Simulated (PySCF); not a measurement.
Gas-phase reaction: 2 Ge₃H₈ + H₂ + 3 Si₂H₆ ⇌ 6 H₃SiGeH₃

Method: PySCF energies plus ideal-gas RRHO corrections (1 bar). † marks an energy on the PBE0/def2-TZVP geometry and frequencies; other levels use their own. MP2 freezes the core. 6-31G* has spherical d functions here. All species are closed-shell singlets. B3LYP is the form with VWN-RPA correlation. Ge: all electrons, no relativistic terms. MP2 isn't extrapolated to the basis-set limit; its ΔH°(298 K) is 19.0 kJ in def2-SVP and 33.7 kJ in def2-TZVPP. The harmonic model lacks anharmonicity and excited electronic states, which grow with temperature; levels with a mode under 35 cm⁻¹ are left out. Internal rotation in Ge₃H₈, Si₂H₆, H₃SiGeH₃ is treated as a harmonic vibration of one conformer, which makes the entropy rough.

```csv
level,"ΔE electronic, kJ","ΔH°(298 K), kJ","ΔS°(298 K), J/K","ΔG°(1800 K), kJ"
B3LYP/6-31G*,9,12,28,-10
B3LYP/def2-TZVP†,10,14,31,-12
MP2/def2-SVP†,15,19,31,-7
PBE/def2-SVP,12,15,29,-8
PBE/def2-TZVP†,21,24,31,-2
PBE0/def2-SVP†,7,11,31,-15
r2SCAN/def2-TZVP†,20,24,31,-2
```
ΔH° is lowest at PBE0/def2-SVP† and highest at PBE/def2-TZVP†. No reference value is set beside these.
